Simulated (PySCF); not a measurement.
**`[SiH3][C@H](C#C)/C(F)=C\F`, C5H6F2Si**

Geometry:
```csv
atom,x (Å),y (Å),z (Å)
C1,-1.776,2.129,-0.185
C2,-0.986,1.274,0.094
C3,-0.043,0.220,0.393
Si4,-1.004,-1.436,0.679
C5,0.933,0.048,-0.713
F6,0.398,-0.101,-1.944
C7,2.254,-0.024,-0.618
F8,2.867,0.106,0.574
H9,-2.459,2.892,-0.413
H10,0.511,0.478,1.299
H11,-1.931,-1.189,1.780
H12,-1.703,-1.776,-0.556
H13,0.003,-2.440,1.026
H14,2.935,-0.182,-1.438
```

Method used: PySCF 2.14.0, GIAO B3LYP/pcSseg-1 magnetisability, rotational g tensor and spin-rotation constants, non-relativistic, gas phase. Geometry: GFN2-xTB.

(1) What are the magnetisability and the molar susceptibility?

(2) Split it along the inertial axes a, b, c into diamagnetic and paramagnetic parts about the centre of mass, with the quadrupole moment.

(3) And the rotational g tensor?

## Answers

(1) Isotropic -1206 × 10⁻³⁰ J/T², or -72.6 × 10⁻⁶ cm³/mol; principal values -1303, -1190, -1125 × 10⁻³⁰ J/T², anisotropy 156 × 10⁻³⁰ J/T² (root of half the summed squared differences of the principal values). The susceptibility is in cgs units.

(2) 
| axis | χ (10⁻⁶ cm³/mol) | diamagnetic (10⁻⁶ cm³/mol) | paramagnetic (10⁻⁶ cm³/mol) | summed x² of all electrons (Å²) | quadrupole Θ (D Å) |
| --- | --- | --- | --- | --- | --- |
| a | -71.1 | -691.1 | 620.0 | 182.1 | +2.77 |
| b | -77.0 | -1022.3 | 945.3 | 104.0 | +1.92 |
| c | -69.8 | -1213.6 | 1143.7 | 58.9 | -4.69 |

Anisotropies 2χaa − χbb − χcc = +4.7 and 2χbb − χaa − χcc = -13.1 × 10⁻⁶ cm³/mol. Θ is traceless in Buckingham's convention.

(3) 
| axis | rotational constant (GHz) | g | nuclear part | electronic part |
| --- | --- | --- | --- | --- |
| a | 1.9594 | -0.0229 | 0.5478 | -0.5707 |
| b | 1.2148 | -0.0106 | 0.5289 | -0.5395 |
| c | 1.0297 | -0.0105 | 0.5428 | -0.5533 |

Asymmetric top; isotopes 12C, 19F, 1H, 28Si; no vibrational averaging.
